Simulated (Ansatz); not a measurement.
Calculated with Ansatz (gas phase, PBE0-D4/def2-TZVP geometries, no zero-point term in ΔE). CCSD(T)/CBS adds triple-zeta CCSD(T) − MP2 to the extrapolated MP2 energy (def2 sets, frozen cores). DFT in def2-TZVPP. B3LYP here is the variant with VWN-RPA as its local correlation; programs differ in this. One conformer a species, not always the lowest.

`CC(Cl)CCCl` + `O[SiH](F)S[SiH2]Cl` → `CO[SiH](F)S[SiH2]Cl` + `ClCCCCl`  (substitution at a C–C bond)

```csv
level,ΔE (kcal/mol),difference from CCSD(T)/CBS
PBE0-D4,15.9,-1.0
B3LYP-D4,14.5,-2.4
B2PLYP,15.2,-1.7
PBE,15.0,-1.9
PBE0,15.5,-1.4
HF/def2-TZVPP,12.8,-4.1
CCSD/def2-TZVPP,15.9,-1.0
HF/def2-QZVPP,12.6,-4.3
MP2/def2-QZVPP,18.3,1.4
CCSD/CBS(def2),16.5,-0.4
CCSD(T)/CBS,16.9,0
```

Largest T1 diagnostic among the species: 0.011.

In def2-TZVPP, CCSD(T) changes the Hartree–Fock value by +3.6 kcal/mol (the triples alone add +0.4 kcal/mol) and MP2 by +5.3 kcal/mol. The D4 term adds +0.8 kcal/mol with B3LYP and +0.4 kcal/mol with PBE0; it sums over pairs of atoms, weighted by their polarisabilities, and B3LYP, whose exchange is more repulsive, gets the larger term.
